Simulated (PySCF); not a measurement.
Compound: C₆H₅ClO₂ (charge -1 and doublet state).
Atom-mapped SMILES: `[OH:1][C:2]1=[C:3]([OH:4])[CH-:5][CH:6][C:7]([Cl:8])=[CH:9]1` (hydrogens: H10 on O1; H11 on O4; H12 on C5; H13 on C6; H14 on C9)

Geometry (GFN2-xTB, Å), atoms numbered from 1 in this order:
```
atom  x, y, z in Å
O1     2.3724    0.4435    0.0601
C2     0.9682    0.2176    0.0365
C3     0.4975   -0.9847   -0.3963
O4     1.3954   -1.9717   -0.8111
C5    -0.8909   -1.2591   -0.4370
C6    -1.7943   -0.2309   -0.0113
C7    -1.2933    0.9563    0.4141
Cl8   -2.4134    2.2082    0.9351
C9     0.0774    1.2667    0.4702
H10    2.4762    1.3331    0.4057
H11    2.2641   -1.5679   -0.6975
H12   -1.2491   -2.2145   -0.7766
H13   -2.8602   -0.4133   -0.0358
H14    0.4492    2.2162    0.8217
```

The hyperfine couplings belong to this conformer and change with its torsions.

Computed, not measured: UKS B3LYP, pcH-1 on C Cl H O, non-relativistic, mean-field spin-orbit, GIAO in PySCF 2.14.0. Whether the extra electron is bound in the gas phase wasn't checked; a finite basis holds it in any case. A GFN2-xTB geometry isn't a minimum of the functional, and hyperfine couplings can be far from their values at a DFT geometry, by a factor of two or more for some ions and for spin on atoms past the first row. The SCF solution wasn't tested for stability.

(1) Match the computed a_iso(17O) values -1.6, +0.9 MHz with the sites O1; O4.

(2) The isotropic 13C couplings are +35.3, +29.5, -21.5, -15.5, -8.4, +2.3 MHz. Assign them to C2; C3; C5; C6; C7; C9.

Results:

(1) 
| site | a_iso (MHz) | ρ(0) (bohr⁻³) | position | distance from C5 (Å) | spin population | largest \|T\| (MHz) |
| --- | --- | --- | --- | --- | --- | --- |
| O1 | -1.6 | +0.0026 | 2 bonds from C9 | 3.71 | +0.01 | 6.7 |
| O4 | +0.9 | -0.0014 | 2 bonds from C5 | 2.42 | 0.00 | 0.5 |

(2) 
```json
{"site": "C2", "a_iso (MHz)": "+2.3", "ρ(0) (bohr⁻³)": "+0.0020", "position": "1 bond from C9", "distance from C5 (Å)": "2.42", "spin population": "+0.13", "largest |T| (MHz)": "33.4"}
{"site": "C3", "a_iso (MHz)": "-21.5", "ρ(0) (bohr⁻³)": "-0.0192", "position": "1 bond from C5", "distance from C5 (Å)": "1.42", "spin population": "-0.03", "largest |T| (MHz)": "3.2"}
{"site": "C5", "a_iso (MHz)": "+35.3", "ρ(0) (bohr⁻³)": "+0.0315", "position": "largest spin population", "distance from C5 (Å)": "0.00", "spin population": "+0.47", "largest |T| (MHz)": "74.9"}
{"site": "C6", "a_iso (MHz)": "-8.4", "ρ(0) (bohr⁻³)": "-0.0074", "position": "1 bond from C5", "distance from C5 (Å)": "1.43", "spin population": "+0.04", "largest |T| (MHz)": "12.6"}
{"site": "C7", "a_iso (MHz)": "-15.5", "ρ(0) (bohr⁻³)": "-0.0138", "position": "1 bond from C9", "distance from C5 (Å)": "2.41", "spin population": "-0.01", "largest |T| (MHz)": "4.1"}
{"site": "C9", "a_iso (MHz)": "+29.5", "ρ(0) (bohr⁻³)": "+0.0263", "position": "a main spin site", "distance from C5 (Å)": "2.85", "spin population": "+0.44", "largest |T| (MHz)": "68.2"}
```

ρ(0) is the spin density at the nucleus and T the dipolar tensor; a_iso includes a spin–orbit part. Largest spin populations (Mulliken): C5 (+0.47), C9 (+0.44) and C2 (+0.13). Main spin sites, with 60 % or more of the largest population: C5, C9; positions count bonds from the nearest.

C6, the radical centre as drawn in `OC1=C(O)[CH-][CH]C(Cl)=C1`, holds a spin population of +0.04 out of 1.
